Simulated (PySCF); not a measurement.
Mg(Me)2 cation (C2H6Mg), SMILES [Mg]([CH3])[CH3] (connectivity only; charge and spin as stated), charge +1, multiplicity 2.

Coordinates come from a PBE-D3(BJ)/def2-TZVP optimisation. The multiplicity is an assumed one; other spin states were not compared. The isomer is the one that the SMILES or the coordinates give; other isomers of the formula were not compared.

Method: PBE-D3(BJ)/def2-TZVP (PySCF 2.14.0).

Frequencies are harmonic and unscaled.

Modes within 1.5 cm⁻¹ of each other (mostly degenerate sets) share a row, with their intensities summed.

```
mode   ν (cm⁻¹)  IR (km/mol)  moving atoms (share of kinetic energy)
-----  --------  -----------  --------------------------------------
1            26          0.0                                 H 100 %
2–3          67         26.0                 Mg 52 %, C 30 %, H 19 %
4           343          0.0                          C 81 %, H 19 %
5           454        111.6                         Mg 54 %, C 44 %
6–7         506          0.0                                  H 92 %
8–9         526        123.8                           H 88 %, C 9 %
10          918        558.0                          H 88 %, C 11 %
11         1037          0.0                          H 82 %, C 18 %
12–13      1349         18.0                                  H 92 %
14–15      1350          0.0                                  H 92 %
16         2984         77.8                                  H 99 %
17         2986          0.0                                  H 99 %
18–21      3129         26.6                          H 90 %, C 10 %
```
